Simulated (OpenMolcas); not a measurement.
## Cu3+: moving or changing the point charges

Cu3+ among 6 point charges of -2 e arranged as a trigonal antiprism (D3d), 1.81 Å from the ion, with a polar angle of 52.0° against the regular 54.74°.
```
   0.0000    1.4263    1.1144  -2.00
  -1.2352   -0.7131    1.1144  -2.00
   1.2352   -0.7131    1.1144  -2.00
   0.0000   -1.4263   -1.1144  -2.00
   1.2352    0.7131   -1.1144  -2.00
  -1.2352    0.7131   -1.1144  -2.00
```

```yaml
Program: OpenMolcas
Method: CASSCF
Basis: ANO-RCC-VDZP [5s4p2d1f]
Scalar_Hamiltonian: DKH2, point nucleus
Active_space: 8 electrons in 5 orbitals (3d)
State_averaging: 2S+1 = 3 even, 10 roots; 2S+1 = 1 even, 15 roots
Spin-orbit_coupling: RASSI with atomic mean-field integrals over the reference wave functions
```

Runs around this geometry, states (labels of D3, the rotations of D3d). Energies in cm-1 above the lowest state or level, χT in cm3 K/mol.

| R (Å) | q (e) | Polar angle / regular | Ground state | First state of that spin | First gap with spin-orbit (degeneracies) | χT at 300 K | First state of another spin |
| --- | --- | --- | --- | --- | --- | --- | --- |
| 1.81 | -2 | 0.87 | 3A2 | 3E 3865 | 156.7 (1, 2) | 1.993 | 1E 20448 |
| 1.81 | -1.6 | 0.95 | 3A2 | 3E 3269 | 82.2 (1, 2) | 2.130 | 1E 20405 |
| 1.71 | -2 | 0.95 | 3A2 | 3E 5255 | 60.8 (1, 2) | 1.768 | 1E 21169 |
| 1.81 | -2 | 0.95 | 3A2 | 3E 4081 | 75.4 (1, 2) | 1.951 | 1E 20758 |
| 1.98 | -2 | 0.95 | 3A2 | 3E 2713 | 96.9 (1, 2) | 2.286 | 1E 20144 |

Taking the first state of the same spin as R^-n, n = -ln(2713 / 5255) / ln(1.98 / 1.71) = 4.5 between the shortest and longest distance.

Scaling the charges by -1.6 / -2 = 0.80 scales the first state of the same spin by 3269 / 4081 = 0.80; with fixed orbitals a first-order splitting would follow the charge.

Without dynamic correlation the repulsion within the d shell is too large (B by tens of per cent), so at a given field states of lower spin stand too high. This is an electrostatic model: the charges have no orbitals. No measured value stands beside these numbers.
